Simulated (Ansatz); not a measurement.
`CC[Se][SiH3]`. The species carries charge 0 and has multiplicity 1.

| atom | x (Å) | y (Å) | z (Å) |
| --- | --- | --- | --- |
| C1 | -1.782 | 1.074 | 0.616 |
| C2 | -0.530 | 0.565 | -0.064 |
| Se3 | 0.168 | -1.000 | 0.910 |
| Si4 | 1.940 | -1.389 | -0.446 |
| H5 | -2.561 | 0.309 | 0.636 |
| H6 | -2.175 | 1.942 | 0.080 |
| H7 | -1.579 | 1.377 | 1.646 |
| H8 | 0.252 | 1.324 | -0.076 |
| H9 | -0.734 | 0.254 | -1.089 |
| H10 | 2.645 | -2.572 | 0.105 |
| H11 | 1.497 | -1.666 | -1.839 |
| H12 | 2.859 | -0.220 | -0.478 |

List the harmonic frequencies (cm⁻¹, unscaled) at PBE0-D4/def2-TZVP in Ansatz. (An estimate is asked.)

Computed: 41, 104, 107, 248, 279, 408, 575, 590, 601, 765, 900, 922, 956, 993, 1012, 1079, 1262, 1264, 1405, 1476, 1483, 1492, 2213, 2216, 2245, 3050, 3082, 3122, 3123, 3149.

Is this a minimum?

Yes, all 30 modes are real.

Give the ideal-gas thermochemistry at 298.15 K and 1 bar (rigid rotor, harmonic oscillator; point group Cs, symmetry number 1).

Zero-point energy 240.2 kJ/mol; H(298) − E = 261.8 kJ/mol; entropy 361.1 J/(mol·K), of which translation 170.4, rotation 113.1, vibration 77.6; G(298) − E = 154.1 kJ/mol. Modes under 100 cm⁻¹ are hindered rotations or soft bends, so the harmonic entropy is rough.
